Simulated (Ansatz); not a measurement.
Geometry optimisation, RHF/def2-SVP in Ansatz.

Input file:

```yaml
crystal:
  periodic: [false, false, false]
  atoms:
    - { symbol: Zn, position_ang: [0.2158, -1.4462, -0.5811] }
    - { symbol: Si, position_ang: [0.2902, 0.8379, 0.9008] }
    - { symbol: Cl, position_ang: [0.4469, -2.9559, -2.0946] }
    - { symbol: H, position_ang: [-0.7256, 0.1292, -0.5074] }
    - { symbol: F, position_ang: [-1.371, -0.302, -1.4239] }
    - { symbol: H, position_ang: [1.7166, 1.1501, 0.9795] }
    - { symbol: H, position_ang: [-0.3918, 2.0681, 0.4795] }
    - { symbol: H, position_ang: [-0.1813, 0.5189, 2.2471] }
basis:
  gaussian: { orbitals: def2-SVP }
hamiltonian:
  xc: hf
relax:
  f_tol: 0.15
  max_steps: 25
  restrain:
    - { distance: [0, 4], at: 3.09, k: 30.0 }
    - { distance: [3, 1], at: 2.72, k: 30.0 }
    - { distance: [0, 1], at: 2.33, k: 30.0 }
    - { distance: [3, 4], at: 0.88, k: 30.0 }
```

Command:

```bash
$ ansatz run input.yaml --threads 2 --pin off --max-ram 3072MiB --backend cpu --events-out ev --progress --plain --runs-dir out
```

Problem. Where does it end, and by what steps?

Solution. The forces met the threshold. The restraints hold the end off the free minimum. After 14 steps the energy has fallen by 2.000 eV (the restraints' own energy left out); H4 moved furthest, 1.21 Å. Parted: Zn1–H4, Zn1–F5. Joined: H4–F5.

| step | energy less start (eV) | largest force component (eV/Å) | accepted |
| --- | --- | --- | --- |
| 0 | 0.0000 | 2.598 | yes |
| 1 | -0.5031 | 3.750 | yes |
| 2 | -0.9650 | 1.982 | yes |
| 3 | -1.0026 | 2.671 | yes |
| 4 | -1.5451 | 1.295 | yes |
| 5 | -1.7655 | 0.757 | yes |
| 6 | -1.8265 | 1.677 | no |
| 7 | -1.8262 | 0.630 | yes |
| 8 | -1.8763 | 0.611 | yes |
| 9 | -1.9401 | 0.613 | yes |
| 10 | -1.9885 | 0.588 | yes |
| 11 | -1.9978 | 0.581 | yes |
| 12 | -1.9842 | 0.841 | no |
| 13 | -1.9929 | 0.533 | no |
| 14 | -1.9996 | 0.565 | yes |

```xyz
8
Properties=species:S:1:pos:R:3
Zn 0.746 -1.369 -0.524
Si 0.536 0.567 0.796
Cl 1.005 -3.158 -1.692
H -1.684 0.821 -0.768
F -1.950 0.024 -1.087
H 1.804 1.084 1.369
H -0.042 1.683 -0.014
H -0.415 0.347 1.919
```

Time of the run: 18 s on 2 threads of Arm Neoverse V2, on a shared host, peak memory 0.21 GiB.
